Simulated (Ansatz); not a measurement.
`[Br][SnH2][Br]` + H₂O → `[OH][SnH2][Br]` + HBr at 500 K and 1 bar (formal hydrolysis of the Sn–Br bond).

Isolated molecules relaxed with PBE0-D4/def2-TZVP in Ansatz; ΔE leaves out vibrations. CBS: MP2 limit from def2 TZ/QZ plus the TZ coupled-cluster correction, frozen cores. This one scheme is used for every species. Elements past krypton have def2 core potentials. For Br, Sn outer-core shells are correlated without core-valence functions, which leaves a few kJ/mol of doubt a bond. Scalar relativity is left out up to krypton. Each species was taken in one conformer, which may not be the lowest.

| species | CCSD(T)/CBS energy (Eh) | H − E (kJ/mol) | S (J/(mol·K)) |
| --- | --- | --- | --- |
| `[Br][SnH2][Br]` | -5361.94777 | 73.4 | 379.6 |
| H₂O | -76.37941 | 73.2 | 206.3 |
| `[OH][SnH2][Br]` | -2864.37583 | 108.1 | 379.1 |
| HBr | -2573.91920 | 30.5 | 213.7 |

H − E and S are ideal-gas, rigid-rotor, harmonic terms from PBE0-D4/def2-TZVP, for one conformer and one mirror image of each species. 1 Eh = 2625.50 kJ/mol, R = 8.31446 J/(mol·K).

**Question.** By hand: ΔE, ΔH, ΔS and ΔG.

**Answer.** ΔE = (-2864.37583) + (-2573.91920) − (-5361.94777) − (-76.37941) = 0.03215 Eh = 84.4 kJ/mol. Δ(H − E) = 108.1 + 30.5 − 73.4 − 73.2 = -8.0, so ΔH = 76.4 kJ/mol. ΔS = 379.1 + 213.7 − 379.6 − 206.3 = 6.9 J/(mol·K). ΔG = 76.4 − 500 × (6.9)/1000 = 73.0 kJ/mol.

**Question.** By hand: the equilibrium constant, and the temperature at which ΔG would vanish if ΔH and ΔS stayed fixed.

**Answer.** log₁₀ K = −ΔG/(RT ln 10) = -7.6. ΔG = 0 at ΔH/ΔS = 11072 K, far beyond where these terms or the molecules hold.

The number of gas molecules stays the same, so ΔS is small and ΔH decides. A doubt of 5 kJ/mol in ΔE shifts log₁₀ K by 0.5 here. Other conformers and mirror images would add mixing entropy, several J/(mol·K) or more a flexible species. These are equilibria of isolated gas molecules and say nothing of rates. Largest T1 diagnostic: 0.011 (customary marks: 0.02 for closed shells, 0.045 for open ones).
